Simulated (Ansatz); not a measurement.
TeMe2 (C₂H₆Te), relaxed as a singlet with RKS PBE-D4/def2-TZVP in Ansatz, starting from the GFN2-xTB geometry. Force threshold 0.02 eV/Å.

In the def2 sets Te takes a core potential; there is no spin–orbit coupling.

Start:

Cartesian coordinates in Å:
```
Te -1.425 -0.317 -0.307
C -0.382 0.308 1.481
H 0.073 1.279 1.332
H 0.382 -0.414 1.738
H -1.101 0.371 2.286
C 0.389 -0.308 -1.480
H 1.095 -1.031 -1.090
H 0.832 0.679 -1.460
H 0.137 -0.568 -2.500
```

(1) Estimate the energy that the relaxation releases and the steps that it takes.

(2) Does the start keep its bonding and symmetry?

(3) Predict the relaxed structure.

## Answers

(1) 0.6 kcal/mol, in 5 steps; 8.5 s on 4 threads of Intel Xeon on a shared host. No frequencies were taken in this run, so the end may be a saddle point.

(2) By distances, no bond broke or formed. The bond that changes most is C2–H5, from 1.08 to 1.10 Å (atoms count from 1). Point group C2 at the start, C2v at the end, both within 0.05 Å.

(3) 
```csv
atom,x (Å),y (Å),z (Å)
Te1,-1.3948,-0.3049,-0.3005
C2,-0.3799,0.3084,1.5047
H3,0.0823,1.2896,1.3526
H4,0.3714,-0.4402,1.7778
H5,-1.1385,0.3755,2.2933
C6,0.4012,-0.3039,-1.5001
H7,1.1146,-1.0308,-1.0971
H8,0.8338,0.7022,-1.5149
H9,0.1099,-0.5959,-2.5158
```
Bond lengths: 2 × C–Te 2.16 Å; 6 × C–H 1.10 Å.
